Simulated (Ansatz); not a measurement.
Molecule: C₂H₆Cl₂Si₂, charge 0, multiplicity 1. 
Geometry from a B3LYP-D3(BJ)/def2-TZVP (Ansatz, an electronic-structure program) optimisation:
```
C
C 1 1.3389
H 2 1.0872 1 122.45
H 2 1.0872 3 115.10 1 180.00
Si 1 1.8602 2 119.00 3 177.86
H 5 1.4745 1 111.79 2 -114.32
H 5 1.4777 6 110.80 1 -122.43
Si 1 1.8602 2 119.00 3 -2.14
H 8 1.4745 1 111.79 2 -114.32
H 8 1.4777 9 110.80 1 -122.43
Cl 5 2.0709 6 106.94 7 -118.26
Cl 8 2.0709 9 106.94 10 -118.26
```

Dipole moments at this geometry, in debye (magnitudes).

```tsv
level	program	dipole (D)
SVWN5/def2-TZVPD	Ansatz	2.57
PBE/def2-TZVPD	Ansatz	2.56
BLYP/def2-TZVPD	Ansatz	2.55
r2SCAN/def2-TZVPD	Ansatz	2.63
B97M-V/def2-TZVPD	Ansatz	2.62
PBE0/def2-TZVPD	Ansatz	2.71
BHLYP/def2-TZVPD	Ansatz	2.83
r2SCANh/def2-TZVPD	Ansatz	2.68
r2SCAN0/def2-TZVPD	Ansatz	?
CAM-B3LYP/def2-TZVPD	Ansatz	2.76
LC-wPBE/def2-TZVPD	Ansatz	2.82
wB97M-V/def2-TZVPD	Ansatz	2.69
wB97X-V/def2-TZVPD	Ansatz	2.78
CCSD(T)/aug-cc-pV(D+d)Z	Ansatz	?
```

Problem. Fill in the missing entries.

Solution. 
- r2SCAN0/def2-TZVPD, dipole (D): 2.74
- CCSD(T)/aug-cc-pV(D+d)Z, dipole (D): 2.66
